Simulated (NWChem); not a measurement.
System: AlPH4; SMILES [AlH2][PH2]

```xyz
6

Al    -0.0190     1.1968     0.0000
H     -0.0632     1.9762    -1.3851
H     -0.0632     1.9762     1.3851
P     -0.0893    -1.1289     0.0000
H      0.8565    -1.2885    -1.0579
H      0.8565    -1.2885     1.0579
```
Atoms are numbered in this order, from 1.

Computed with NWChem. Medium grid unless said otherwise, to which SCAN and Minnesota functionals are sensitive. Geometry: optimised at PBE0/def2-SVP.

Task: Estimate the computed values for M06/def2-SVP. Quantities: highest occupied level (eV); orbital gap (eV); dipole (D).

Result: 
```yaml
highest occupied level (eV): -7.06
orbital gap (eV): 5.41
dipole (D): 0.85
```
